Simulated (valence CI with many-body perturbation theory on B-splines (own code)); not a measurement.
# Os XXVI: magnetic and hyperfine properties of the levels

Calculated by configuration interaction combined with many-body perturbation theory (CI+MBPT): five valence electrons over a frozen Dirac-Fock core [Kr] 4d10, radial functions for each j: 7 s, 7 p, 7 d, 7 f, 4 g, 2 h, with the one-electron correlation potential Σ1, the two-electron term Σ2, the three-electron term Σ3, Breit, model QED; selected CI, second order for the rest, scaled by the run's own slope (own B-spline code, finite nucleus).

No measured spectrum was set against this ion. As an estimate, terms of the open shell hold to a few per cent of their energy, and close levels can change places. Core correlation moves these levels by up to 4300 cm⁻¹, and in measured spectra 5 to 20 % of such shifts remained as error; rates that hang on mixing are uncertain with them. Among the levels kept, up to 800 cm⁻¹ of a level comes from second order outside the variational space, and about a tenth of that is noise between levels of different J, which matters for small intervals. Only levels of the ground parity were solved; by the run's estimate the other parity begins above the list, which can be wrong where configurations are misplaced.

A/g_I is the dipole constant over the nuclear g factor μ/I (μ in nuclear magnetons, uniformly magnetised nucleus), B/Q the quadrupole constant per barn. Both hold the static response of the core; the bare values leave it out. Large factors of s and p1/2 electrons are usually good to 5 to 10 %; those of open d and f shells near neutrality can be off by tens of per cent, and small factors of p3/2, d and f electrons come from cancelling terms and can be off by a factor of two or in sign, in half-filled shells by more. B is blank for J = 1/2, where it vanishes, and for nearly pure S terms. Energies count from the lowest level.

Names give the largest LS component (configuration and term), which can be under half, so a name can repeat, a term be missing and a line seem to break the LS rules; names also repeat where a configuration has a term twice. Letters in brackets count levels of one name in rising energy.

| Level | E (eV) | g | A/g_I (MHz) | A/g_I bare | B/Q (MHz/b) | B/Q bare |
| --- | --- | --- | --- | --- | --- | --- |
| 4f⁵ ⁶H°_5/2 | 0.000 | 0.427 | 5750 | 4840 | -3980 | -3520 |
| 4f⁵ ⁶H°_7/2 | 1.630 | 0.864 | 3590 | 3420 | -3380 | -3010 |
| 4f⁵ ⁶H°_9/2 | 3.028 | 1.065 | 2680 | 2880 | -3250 | -2900 |
| 4f⁵ ⁶F°_5/2 [a] | 3.293 | 1.121 | 2880 | 3240 | -1580 | -1390 |
| 4f⁵ ⁶F°_3/2 | 3.388 | 0.963 | 3870 | 3990 | -728 | -628 |
| 4f⁵ ⁶F°_1/2 | 3.571 | -0.523 | 12300 | 10000 |  |  |
| 4f⁵ ⁶H°_11/2 | 4.167 | 1.168 | 2300 | 2690 | -3380 | -3030 |
| 4f⁵ ⁶F°_7/2 | 4.706 | 1.314 | 1520 | 2150 | -43.1 | -66.3 |
| 4f⁵ ⁶H°_13/2 | 5.074 | 1.216 | 2180 | 2670 | -3660 | -3310 |
| 4f⁵ ⁶H°_15/2 | 5.508 | 1.175 | 2490 | 2920 | -2630 | -2430 |
| 4f⁵ ⁶F°_9/2 | 6.013 | 1.373 | 1230 | 1960 | 1300 | 1110 |
| 4f⁵ ⁶F°_5/2 [b] | 6.658 | 0.949 | 3550 | 3590 | -2620 | -2320 |
| 4f⁵ ⁴M°_15/2 | 7.194 | 1.004 | 3070 | 3180 | 456 | 344 |
| 4f⁵ ⁶F°_11/2 | 7.203 | 1.386 | 1240 | 2000 | 2680 | 2320 |
| 4f⁵ ⁴F°_3/2 | 7.631 | 0.565 | 5300 | 4670 | -164 | -156 |
| 4f⁵ ⁴I°_9/2 | 8.057 | 0.823 | 3800 | 3570 | -1960 | -1730 |
| 4f⁵ ⁴L°_13/2 | 8.082 | 0.940 | 3370 | 3370 | -416 | -397 |
| 4f⁵ ⁴K°_11/2 | 8.168 | 0.907 | 3470 | 3400 | -1140 | -1020 |
| 4f⁵ ⁴P°_5/2 | 8.547 | 1.373 | 1460 | 2230 | -2580 | -2290 |
| 4f⁵ ⁴G°_7/2 [a] | 8.702 | 1.049 | 2980 | 3180 | -2530 | -2270 |
| 4f⁵ ⁴M°_17/2 | 9.086 | 1.006 | 3070 | 3180 | 3300 | 2870 |
| 4f⁵ ²P°_1/2 | 9.526 | 0.416 | 8830 | 8350 |  |  |
| 4f⁵ ⁶P°_3/2 | 9.907 | 1.961 | -2640 | -1040 | 804 | 690 |
| 4f⁵ ⁴L°_15/2 | 10.201 | 1.008 | 3060 | 3180 | -281 | -262 |
| 4f⁵ ⁴G°_9/2 | 10.202 | 1.087 | 2770 | 3040 | -1300 | -1190 |
| 4f⁵ ⁴M°_19/2 | 10.400 | 1.062 | 2850 | 3060 | 3990 | 3470 |
| 4f⁵ ⁴F°_5/2 | 10.618 | 0.903 | 3870 | 3850 | 519 | 440 |
| 4f⁵ ⁴H°_7/2 | 10.815 | 0.832 | 3660 | 3440 | 704 | 644 |
| 4f⁵ ⁴H°_11/2 | 10.901 | 1.113 | 2630 | 2940 | 637 | 545 |
| 4f⁵ ⁴K°_13/2 | 10.954 | 0.944 | 3330 | 3330 | -1760 | -1530 |
| 4f⁵ ²K°_15/2 | 10.956 | 1.066 | 2710 | 2910 | 17.8 | -16.5 |
| 4f⁵ ²G°_9/2 | 11.006 | 1.056 | 2760 | 2950 | 2150 | 1890 |
| 4f⁵ ⁴M°_21/2 | 11.024 | 1.091 | 2780 | 3060 | 4720 | 4110 |
| 4f⁵ ⁴L°_17/2 | 11.427 | 1.029 | 3090 | 3260 | -199 | -180 |
| 4f⁵ ⁴I°_11/2 | 11.547 | 0.933 | 3160 | 3110 | -1570 | -1360 |
| 4f⁵ ⁴D°_7/2 | 11.581 | 1.443 | 616 | 1430 | 1280 | 1100 |
| 4f⁵ ⁴I°_13/2 | 11.644 | 1.034 | 2900 | 3050 | -773 | -684 |
| 4f⁵ ⁶P°_5/2 | 11.908 | 1.434 | 1080 | 1940 | -2050 | -1810 |
| 4f⁵ ⁴H°_13/2 | 12.070 | 1.118 | 2650 | 2970 | -295 | -287 |
| 4f⁵ ⁴D°_3/2 | 12.351 | 1.335 | 1130 | 1750 | 152 | 147 |

Task: Take the isotope of mass number 189, with I = 3/2, μ = 0.6576 μN and Q = 0.86 b. What is the hyperfine structure of 4f⁵ ⁶H°_7/2?

Result: From the table A = 1570 MHz, B = -2910 MHz. Shifts from the centre of gravity in MHz: F = 2: -12200, F = 3: -5370, F = 4: 1740, F = 5: 7520.
